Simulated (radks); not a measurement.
Results of a calculation; reference values are marked as such.
All-electron atom: Ba3+ in [Kr] 4d10 5s2 5p5.

Code: a radial shooting solver on a logarithmic mesh with Libxc functionals. Model: non-relativistic Kohn-Sham, LDA (Slater exchange, Perdew-Wang correlation), spin-unpolarised, spherical densities, point nucleus; relativity is left out, which matters for an element this heavy.

Energy parts (eV):
total: -214376.53
kinetic: 214272.81
electron-nucleus: -506557.76
Hartree: 82937.81
exchange-correlation: -5029.40

Orbitals (lengths in bohr, moments of r in powers of bohr):
orbital  occ.  eigenvalue (eV)      <r^2>
1s          2        -35556.87  0.0009855
2s          2        -5490.890    0.01592
2p          6        -5184.893    0.01191
3s          2        -1178.186     0.1073
3p          6        -1046.965     0.1019
3d         10        -801.8555    0.08415
4s          2        -249.9665     0.5591
4p          6        -202.0699     0.6028
4d         10        -118.5955     0.7331
5s          2         -55.1503      3.099
5p          5         -42.0805      3.844

The highest occupied level is 5p at -42.080 eV. The density falls to 0.001 e/bohr^3 at r = 3.59 bohr. Summed over all electrons, <r^2> = 39.26 bohr^2, which gives a Langevin (diamagnetic) susceptibility term of -31.1 x 10^-6 cm^3/mol. The electron density at the nucleus is 1.24e+05 e/bohr^3. Virial ratio -V/T = 2.00048.
